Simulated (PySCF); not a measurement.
**Static response to an electric field**

C₃F₅NO.
Cartesian coordinates in Å at the GFN2-xTB level; atoms count from 1:
```
atom  x, y, z in Å
N1     2.3830   -0.7366   -1.3519
C2     1.7162   -0.2206   -0.5870
C3     0.8364    0.4566    0.3898
F4     1.3802    1.6154    0.7750
F5     0.6978   -0.2977    1.4931
O6    -0.4061    0.7729   -0.1623
C7    -1.3822   -0.1530   -0.1397
F8    -2.3121    0.2102   -1.0014
F9    -0.9482   -1.3664   -0.4890
F10   -1.9561   -0.2760    1.0507
```

Level: PBE0/def2-SVPD (PySCF), static field, nuclei fixed, core orbitals frozen in the response. The polarisability tensor in these axes (au):

```
x   53.71 -1.99 -4.33
y   -1.99 43.51  3.91
z   -4.33  3.91 46.73
```

Problem. Give the principal values, the mean and the anisotropy Δα = √{½[(α1 − α2)² + (α2 − α3)² + (α1 − α3)²]}.

Solution. Principal values 40.83, 46.37 and 56.74 au; mean 47.98 au = 7.11 Å³ = 7.91 × 10⁻⁴⁰ C²·m²/J; Δα = 13.99 au (29 % of the mean).

Problem. What is the dipole moment, and where does it point?

Solution. (-0.58, 0.73, 0.82) D, 1.24 D in size, pointing from the negative to the positive side. Measured along this direction, the outermost atoms are N1 at the negative end and F10 at the positive end.

Problem. Find the Langevin capture rate constant for NH4+ (18.034 u) meeting this molecule (160.990 u), k = 2.342 × 10⁻⁹ cm³/s × √(α in Å³ / reduced mass in u).

Solution. The reduced mass is 16.22 u, so k = 1.55 × 10⁻⁹ cm³/s. The formula leaves out the permanent dipole, which adds to the capture rate.

Problem. What are the principal values of the traceless quadrupole moment, Θ = ½Σq(3rr − r²1), about the centre of nuclear charge?

Solution. -7.39, 3.45, 3.94 D·Å. The values depend on the origin, since the dipole doesn't vanish. The electronic extent ⟨r²⟩ about the same centre is 1198 bohr², a root-mean-square distance of 2.07 Å for the 78 electrons.

Problem. Molar refractivity from α?

Solution. Lorentz–Lorenz: R = (4π/3)N_A α = 2.5225 cm³/(mol·Å³) × 7.11 Å³ = 17.9 cm³/mol, in the limit of long wavelengths.

Problem. What would n − 1 = 2πNα be for an ideal gas of these molecules at 400 K and 1 atm, electronic part alone?

Solution. N = p/kT = 1.8347 × 10¹⁹ cm⁻³, so n − 1 = 2π × N × 7.11 × 10⁻²⁴ cm³ = 820 × 10⁻⁶ at long wavelengths, for an ideal gas.

One conformer (not necessarily the lowest) at the GFN2-xTB geometry, without solvent, vibrations or thermal averaging.
